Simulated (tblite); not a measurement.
Species: C9H9S (charge +1).
Z-matrix (Å and degrees, GFN2-xTB geometry), rows numbered from 1:
```
C 
C   1  1.3723
C   2  1.4310  1  120.87
C   3  1.3722  2  120.40  1   176.95
C   4  1.3932  3  120.28  2     1.76
C   5  1.4113  4  121.03  3    -0.30
C   6  1.4654  5  118.63  4   174.53
C   7  1.4790  6  120.53  5   152.80
S   7  1.6357  6  116.95  5   -30.59
C   6  1.3793  5  119.23  4    -2.05
H   1  1.0778  2  121.27  3    -2.66
H   1  1.0779  2  121.58  3   178.40
H   3  1.0794  2  118.81  1    -3.01
H   4  1.0793  3  120.27  2  -178.82
H   5  1.0801  4  119.78  3  -179.18
H   8  1.0927  7  109.71  6    78.03
H   8  1.0890  7  111.34  6   -41.11
H   8  1.0873  7  110.72  6  -163.66
H  10  1.0791  2  118.26  1     1.55
```

Structure optimised with GFN2-xTB, isolated species.

Take the most abundant isotopes and a rigid rotor. The values belong to one conformer with, in the numbering `[CH2+:1][c:2]1[cH:3][cH:4][cH:5][c:6]([C:7]([CH3:8])=[S:9])[cH:10]1`, C5–C6–C7–C8 153°.

Question: Give the principal moments of inertia and the rotational constants in MHz.

Answer: Ia = 217.56, Ib = 669.61, Ic = 851.19 u·Å²; 505379 MHz·u·Å²/I gives A = 2323, B = 754.7, C = 593.7 MHz.

Question: What kind of rotor is it?

Answer: An asymmetric top: κ = (2 × 754.7 − 2323 − 593.7)/(2323 − 593.7) = -0.81.

Question: Is it planar, by Δ = Ic − Ia − Ib?

Answer: Not planar: Δ = Ic − Ia − Ib = -35.98 u·Å². For a rigid frame Δ = −2 Σ m c², so Σ m c² = 17.99 u·Å² lies off the ab plane: 3.66 from hydrogen and 14.33 from heavier atoms. The atom farthest from that plane is 1.41 Å away.

Question: Give the other two planar moments, Paa and Pbb, and the rms extents of the mass along the axes.

Answer: Paa = Σ m a² = (Ib + Ic − Ia)/2 = 651.62 and Pbb = Σ m b² = (Ia + Ic − Ib)/2 = 199.57 u·Å². With the mass M = 149.04 u, the rms extents √(P/M) along a, b and c are 2.09, 1.16, 0.35 Å.

Question: Give the coordinates in the principal-axis frame, origin at the centre of mass.

Answer: The sense of each axis is arbitrary; atoms in the order of the calculation.
| atom | mass (u) | a (Å) | b (Å) | c (Å) |
| --- | --- | --- | --- | --- |
| C1 | 12.000 | -3.257 | -1.305 | -0.373 |
| C2 | 12.000 | -2.213 | -0.442 | -0.156 |
| C3 | 12.000 | -2.443 | 0.959 | 0.023 |
| C4 | 12.000 | -1.398 | 1.805 | 0.301 |
| C5 | 12.000 | -0.097 | 1.313 | 0.375 |
| C6 | 12.000 | 0.175 | -0.058 | 0.174 |
| C7 | 12.000 | 1.572 | -0.499 | 0.143 |
| C8 | 12.000 | 1.933 | -1.879 | 0.532 |
| S9 | 31.972 | 2.676 | 0.571 | -0.416 |
| C10 | 12.000 | -0.872 | -0.925 | -0.057 |
| H11 | 1.008 | -4.278 | -0.959 | -0.372 |
| H12 | 1.008 | -3.095 | -2.358 | -0.535 |
| H13 | 1.008 | -3.450 | 1.336 | -0.064 |
| H14 | 1.008 | -1.577 | 2.858 | 0.454 |
| H15 | 1.008 | 0.718 | 1.983 | 0.607 |
| H16 | 1.008 | 1.702 | -2.565 | -0.286 |
| H17 | 1.008 | 1.370 | -2.205 | 1.406 |
| H18 | 1.008 | 2.999 | -1.957 | 0.730 |
| H19 | 1.008 | -0.700 | -1.983 | -0.183 |

Question: List the rotational levels J(Ka,Kc) to J = 5 (MHz).

Answer: Above 0(0,0):
J = 1: 1(0,1) 1348, 1(1,1) 2917, 1(1,0) 3078
J = 2: 2(0,2) 4034, 2(1,2) 5453, 2(1,1) 5936, 2(2,1) 10640, 2(2,0) 10652
J = 3: 3(0,3) 8032, 3(1,3) 9249, 3(1,2) 10215, 3(2,2) 14686, 3(2,1) 14744, 3(3,1) 22936, 3(3,0) 22937
J = 4: 4(0,4) 13312, 4(1,4) 14299, 4(1,3) 15906, 4(2,3) 20070, 4(2,2) 20243, 4(3,2) 28352, 4(3,1) 28356, 4(4,1) 39873, 4(4,0) 39873
J = 5: 5(0,5) 19836, 5(1,5) 20593, 5(1,4) 22993, 5(2,4) 26786, 5(2,3) 27177, 5(3,3) 35129, 5(3,2) 35144, 5(4,2) 46641, 5(4,1) 46641, 5(5,1) 61455, 5(5,0) 61455
Those of J = 1 are B + C, A + C and A + B.

Its GFN2-xTB frequencies are all real (lowest 50 cm⁻¹). No vibrational averaging or centrifugal distortion is included, and the geometry carries the error of its method.

The numbers are calculated, not measured.
